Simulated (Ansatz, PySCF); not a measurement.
Molecule: SeO3, charge 0, multiplicity 1. 
Geometry from a B3LYP-D3(BJ)/def2-TZVP (Ansatz, a quantum-chemistry and plane-wave program) optimisation:
```
Se
O 1 1.6013
O 1 1.6013 2 120.00
O 1 1.6013 2 120.00 3 -180.00
```
Charge 0, spin multiplicity 1.

Quantity: atomisation energy (electronic, to ground-state atoms), in eV. Valence correlation only, unless marked. UHF or UKS for open shells. Spin-orbit coupling is left out. Frozen are the shells of the preceding noble gas and the d and f shells that filled before the atom's block. No relativistic terms. The coupled-cluster limit lacks core correlation, which all-electron functionals hold. Basis-set limits of correlation are two-point, X^-3; Hartree-Fock from the larger set. [CCSD(T)-MP2]/basis is that difference in the basis named. The program attaches cautions to a run behind CCSD/STO-3G: large difference.

```tsv
level	program	atomisation energy (eV)	minus last row	rough core time
HF/cc-pVTZ	Ansatz	1.70	-9.77	-
HF-D3(BJ)/def2-TZVPD	PySCF + dftd3	2.44	-9.03	-
BLYP/def2-TZVPD	Ansatz	11.98	0.51	under 20 s
B97M-V/def2-TZVPD	Ansatz	11.58	0.11	under 20 s
B3LYP/def2-TZVPD	Ansatz	10.84	-0.63	under 20 s
PBE0/6-31G*	Ansatz	10.23	-1.24	under 20 s
PBE0/def2-TZVPD	Ansatz	10.95	-0.52	under 20 s
TPSSh/def2-TZVPD	PySCF	10.97	-0.50	-
LC-wPBE-D4/def2-TZVPD	Ansatz + dftd4	10.91	-0.56	under 20 s
B2PLYP-D4/def2-TZVPD	Ansatz + dftd4	11.28	-0.19	under 20 s
MP2/aug-cc-pVTZ	Ansatz	12.40	0.93	-
RI-MP2/CBS(aug-cc-pVTZ,aug-cc-pVQZ)	Ansatz	13.04	1.57	under 20 s
RI-MP2/CBS(cc-pVTZ,cc-pVQZ)	Ansatz	13.00	1.53	under 20 s
SCS-MP2/6-31G	Ansatz	4.55	-6.92	-
SCS-MP2/6-31G*	Ansatz	9.68	-1.79	-
SCS-MP2/cc-pVDZ	Ansatz	8.95	-2.52	-
CCSD/STO-3G	Ansatz	-1.59	-13.06	-
CCSD/6-31G	Ansatz	3.41	-8.06	-
CCSD/aug-cc-pVTZ	Ansatz	9.77	-1.70	-
RI-MP2/CBS(cc-pVTZ,cc-pVQZ)+[CCSD(T)-MP2]/cc-pVTZ	Ansatz	11.45	-0.02	23 s
RI-MP2/CBS(aug-cc-pVTZ,aug-cc-pVQZ)+[CCSD(T)-MP2]/aug-cc-pVTZ	Ansatz	11.47	0.00	-
```

Core times are rough, on shared machines, summed over the molecules involved; a dash marks a level read off another run, or run on other hardware, by another program or under a memory cap.
